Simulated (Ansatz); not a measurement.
`F[Si]1(Cl)C[SiH2]1` + `O[Si]Br` → `O[Si]1(F)C[SiH2]1` + `Cl[Si]Br`  (redistribution)

Program: Ansatz. Geometries: PBE0-D4/def2-TZVP. ΔE: electronic, gas phase. CBS: MP2 limit from def2 TZ/QZ plus the TZ coupled-cluster correction, frozen cores. Functionals use def2-TZVPP. B3LYP here is the variant with VWN-RPA as its local correlation; programs differ in this. For Br outer-core shells are correlated without core-valence functions, which leaves a few kJ/mol of doubt a bond. Scalar relativity is left out up to krypton. Each species was taken in one conformer, which may not be the lowest.

| level | ΔE (kcal/mol) | difference from CCSD(T)/CBS |
| --- | --- | --- |
| PBE0-D4 | 4.2 | 0.1 |
| B3LYP-D4 | 4.1 | 0.0 |
| ωB97M-V | 4.7 | 0.6 |
| PBE | 4.0 | -0.1 |
| PBE0 | 4.1 | 0.0 |
| HF/def2-TZVPP | 4.2 | 0.1 |
| SCS-MP2/def2-TZVPP | 4.7 | 0.6 |
| CCSD(T)/def2-TZVPP | 4.4 | 0.3 |
| HF/def2-QZVPP | 4.2 | 0.1 |
| CCSD/CBS(def2) | 4.1 | 0.0 |
| CCSD(T)/CBS | 4.1 | 0 |

Largest T1 diagnostic among the species: 0.013.
